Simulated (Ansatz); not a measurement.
Cartesian coordinates in Å:
```
C 1.179 2.694 1.322
O 0.735 1.397 1.155
Hf 0.245 -0.181 0.141
C -0.859 0.377 -2.033
C -0.116 -0.802 -2.275
C 1.252 -0.486 -2.167
C 1.357 0.892 -1.871
C 0.058 1.426 -1.802
C -1.110 -2.325 0.470
C -0.227 -2.233 1.568
C -0.598 -1.104 2.330
C -1.700 -0.493 1.701
C -2.016 -1.246 0.547
H 0.426 3.302 1.838
H 1.402 3.177 0.359
H 2.094 2.712 1.925
H 1.810 -1.139 0.318
H -1.934 0.472 -2.067
H -0.526 -1.775 -2.502
H 2.076 -1.171 -2.285
H 2.276 1.432 -1.695
H -0.198 2.450 -1.574
H -1.086 -3.083 -0.298
H 0.583 -2.909 1.787
H -0.093 -0.742 3.213
H -2.205 0.402 2.033
H -2.825 -1.045 -0.138
```

The species carries charge 0 and has multiplicity 1. Hf takes the def2 core potential.

**Question.** List the r2SCAN/def2-TZVPP orbital energies in eV (Ansatz). (Estimate.)

**Answer.** The calculation gave: Occupied: -515.13, -274.06, -273.39, -273.37, -273.33, -273.30, -273.26, -273.24, -273.23, -273.22, -273.15, -273.08, -64.97, -34.15, -34.02, -33.71, -25.46, -23.27, -23.01, -18.65, -18.61, -18.50, -18.46, -16.97, -14.19, -14.09, -13.97, -13.92, -13.73, -13.52, -11.49, -11.04, -11.00, -10.55, -10.12, -10.09, -9.99, -9.98, -9.66, -9.64, -9.61, -9.48, -9.47, -7.16, -6.88, -6.63, -6.50, -6.40, -6.05, -5.64. Lowest empty: -1.23, -0.35, 0.07, 0.41, 0.63, 1.04, 1.18, 1.54.
